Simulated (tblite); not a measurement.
C₃H₁₁B₄N₃.
Cartesian coordinates in Å at the GFN2-xTB level; atoms count from 1:
```xyz
21
C3H11B4N3 angstrom
C      3.658   -0.814    0.480
C      2.933    0.288    0.327
B      1.371    0.360    0.118
N      0.854    1.525   -0.520
B     -0.467    1.890   -0.847
B     -1.836    1.001   -0.495
N     -1.900   -0.268    0.131
C     -3.234   -0.845    0.299
B     -0.809   -1.059    0.600
N      0.568   -0.721    0.565
H      3.211   -1.797    0.476
H      4.731   -0.799    0.601
H      3.475    1.231    0.322
H      1.575    2.184   -0.786
H     -0.553    2.932   -1.408
H     -2.898    1.445   -0.783
H     -3.208   -1.718    0.950
H     -3.637   -1.152   -0.668
H     -3.913   -0.110    0.731
H     -1.063   -2.108    1.081
H      1.135   -1.447    0.981
```

Method: GFN2-xTB as coded in tblite; computed harmonic values from a numerical Hessian at the method's own geometry, unscaled. Errors from tens to a few hundred cm⁻¹ against measured bands are possible. Modes of hydrogen on boron can be 10 to 20 % off. One conformer, not necessarily the lowest. The optimisation stopped once no atom felt more than 0.01 eV/Å.

Lowest wavenumbers of the output (negative numbers stand for imaginary wavenumbers):
```
mode    cm-1
  1     -41.8
  2      35.5
  3      61.0
  4      86.9
  5     154.8
  6     171.5
  7     230.8
  8     288.7
  9     326.9
 10     331.1
 11     380.5
 12     398.3
 13     462.4
 14     560.0
 15     590.1
```

Question: Is this structure a minimum?

Answer: Not by this Hessian. 1 mode is imaginary beyond 20i (42i cm⁻¹), so at this level the point lies at or near a first-order saddle. The curvature is small, so loose convergence or finite differences may be the whole cause.

Question: Which atoms move in the imaginary mode?

Answer: 42i: H18 (methyl hydrogen) 36 %, H19 (methyl hydrogen) 31 %, H17 (methyl hydrogen) 27 %. These are shares of the mass-weighted motion.

Question: What is the remedy?

Answer: Step along that mode in both directions, optimise again with tighter thresholds and repeat the frequencies. The zero-point energy of this point (101.5 kcal/mol) counts the 56 real modes alone, and thermal corrections from it aren't those of a minimum.
